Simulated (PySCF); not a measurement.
All of these have the formula C5H5F3Si. The calculation used PySCF, TDDFT CAM-B3LYP/def2-SVPD, vertical, gas phase, core orbitals frozen in the response. Geometries: GFN2-xTB; one conformer of each isolated species. Triplets are in the Tamm–Dancoff approximation. 'Strongest' means the level of largest summed f among the lowest 8 singlets; it needn't be the same kind of state in each.

Question: Rank by computed energy of the strongest computed level, lowest first.
A. `C#C[Si]1(C(F)(F)F)CC1`
B. `C#C[SiH2]/C=C/C(F)(F)F`
C. `FC[Si@]1(F)C=CC(F)=C1`
D. `C=C1[SiH2][C@H]1C(F)=C(F)F`
E. `C#CC(=C)[SiH2]C(F)(F)F`
F. `F[Si](F)(F)C1=CCC=C1`

Answer: C (4.06 eV), A (6.76 eV), D (6.89 eV), B (7.21 eV), E (7.36 eV), F (7.77 eV).

| SMILES | strongest (eV) | f (strongest) | T1 (eV) | LUMO (eV) | f (S1) | S1 mainly |
| --- | --- | --- | --- | --- | --- | --- |
| FC[Si@]1(F)C=CC(F)=C1 | 4.06 | 0.04 | 2.48 | -1.18 | 0.038 | H→L (98%) |
| C#C[Si]1(C(F)(F)F)CC1 | 6.76 | 0.23 | 4.53 | 0.15 | 0.001 | H→L+1 (82%) |
| C=C1[SiH2][C@H]1C(F)=C(F)F | 6.89 | 0.22 | 4.09 | 0.20 | 0.003 | H→L (91%) |
| C#C[SiH2]/C=C/C(F)(F)F | 7.21 | 0.40 | 4.30 | -0.13 | 0.000 | H→L+1 (46%) |
| C#CC(=C)[SiH2]C(F)(F)F | 7.36 | 0.21 | 3.39 | -0.50 | 0.000 | H-1→L (94%) |
| F[Si](F)(F)C1=CCC=C1 | 7.77 | 0.17 | 3.06 | -0.41 | 0.058 | H→L (98%) |

H and L stand for HOMO and LUMO.

- `FC[Si@]1(F)C=CC(F)=C1`: Löwdin shares by element: HOMO carbon 84% or more (atoms not listed hold the other 16%); LUMO carbon 69% or more (atoms not listed hold the other 31%).
- `C#C[Si]1(C(F)(F)F)CC1`: Löwdin shares by element: HOMO carbon 54% or more, silicon 24% (atoms not listed hold the other 22%); LUMO carbon 55% or more, silicon 20% (atoms not listed hold the other 25%).
- `C=C1[SiH2][C@H]1C(F)=C(F)F`: Löwdin shares by element: HOMO carbon 58% or more, silicon 10% (atoms not listed hold the other 32%); LUMO carbon 64% or more, silicon 11% (atoms not listed hold the other 25%).
- `C#C[SiH2]/C=C/C(F)(F)F`: Löwdin shares by element: HOMO carbon 69% or more, silicon 9% (atoms not listed hold the other 21%); LUMO carbon 67% or more, silicon 10% (atoms not listed hold the other 22%).
- `C#CC(=C)[SiH2]C(F)(F)F`: Löwdin shares by element: HOMO carbon 91% or more; LUMO carbon 80% or more (atoms not listed hold the other 20%).
- `F[Si](F)(F)C1=CCC=C1`: Löwdin shares by element: HOMO carbon 86% or more; LUMO carbon 69% or more (atoms not listed hold the other 31%).
